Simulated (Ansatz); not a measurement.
The cluster CaO₂H₂, relaxed as a singlet with RKS PBE0-D4/def2-TZVP in Ansatz, starting from the GFN2-xTB geometry. Force threshold 0.02 eV/Å.

The structure holds 1 bond(s) between oxygen atoms. The restricted singlet is unstable towards broken spin symmetry in Hartree–Fock (as tested in another run); at PBE0-D4/def2-TZVP this wasn't settled. Another isomer (singlet) lies 9.30 eV lower at PBE0-D4/def2-TZVP; other spin states weren't run for this one.

Start:

```
atom   x (Å)   y (Å)   z (Å)
 Ca1  -0.164  -0.221   0.713
  O2   0.599   0.780  -2.323
  O3   0.248   0.386  -1.169
  H4  -0.193  -2.007   0.859
  H5  -0.489   1.062   1.919
```

Question: Estimate the energy that the relaxation releases and the steps that it takes.

Answer: 59.5 kJ/mol, in 6 steps; 2.5 s on 4 threads of Intel Xeon 6975P-C on a shared host. No frequencies were taken in this run, so the end may be a saddle point.

Question: Does the start keep its bonding?

Answer: By distances, no bond broke or formed. The bond that changes most is Ca1–H5, from 1.79 to 2.03 Å (atoms count from 1).

Question: Predict the relaxed structure.

Answer: 
```xyz
5

Ca   -0.169   -0.218    0.648
O     0.645    0.858   -2.514
O     0.308    0.484   -1.393
H    -0.241   -2.197    1.093
H    -0.543    1.074    2.167
```
Bond lengths: 1 × Ca–O 2.21 Å; 1 × O–O 1.23 Å; 2 × Ca–H 2.03 Å.
